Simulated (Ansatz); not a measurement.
Geometry optimisation, Ansatz, RKS PBE-D4/def2-SVP.

Input file:

```yaml
crystal:
  periodic: [false, false, false]
  atoms:
    - { symbol: Al, position_ang: [0.08432, 0.535027, -0.446615] }
    - { symbol: O, position_ang: [-0.050123, -0.090541, 2.436527] }
    - { symbol: H, position_ang: [-1.006432, -0.231997, 2.578999] }
    - { symbol: F, position_ang: [1.494383, -0.131831, -1.021962] }
    - { symbol: F, position_ang: [-1.39628, -0.163953, -0.746657] }
    - { symbol: Br, position_ang: [0.109223, 2.725843, 0.456916] }
    - { symbol: H, position_ang: [0.036109, 0.896352, 2.512991] }
basis:
  gaussian: { orbitals: def2-SVP }
hamiltonian:
  xc: pbe
  dispersion: d4
relax:
  f_tol: 0.03
  max_steps: 50
```

Launched with:

```bash
$ ansatz run input.yaml --threads 2 --pin off --max-ram 3072MiB --backend cpu --events-out ev --progress --plain --runs-dir out
```

Task: Where does it end, and by what steps?

Result: The run converged. After 10 steps the energy has fallen by 0.977 eV; H3 moved furthest, 0.57 Å. Joined: Al1–O2 (2.95 → 1.97 Å).

```
step  energy less start (eV)  largest force component (eV/Å)  accepted
   0                  0.0000                           1.231       yes
   1                 -0.3049                           1.049       yes
   2                 -0.5896                           1.186       yes
   3                 -0.8612                           1.172       yes
   4                 -0.9370                           0.628       yes
   5                 -0.9617                           0.194       yes
   6                 -0.9721                           0.132       yes
   7                 -0.9751                           0.119       yes
   8                 -0.9765                           0.044       yes
   9                 -0.9771                           0.035       yes
  10                 -0.9774                           0.021       yes
```

```xyz
7
Properties=species:S:1:pos:R:3
Al 0.053 0.558 0.006
O 0.000 0.038 1.908
H -0.860 -0.412 2.053
F 1.401 -0.195 -0.638
F -1.451 -0.126 -0.327
Br 0.141 2.819 0.317
H -0.012 0.856 2.452
```

Whether the end is a true minimum wasn't checked by a vibrational analysis.

Run time: 9.4 s on 2 threads of Intel(R) Xeon(R) Platinum 8559C (Emerald Rapids), on a shared host, peak memory 0.17 GiB.
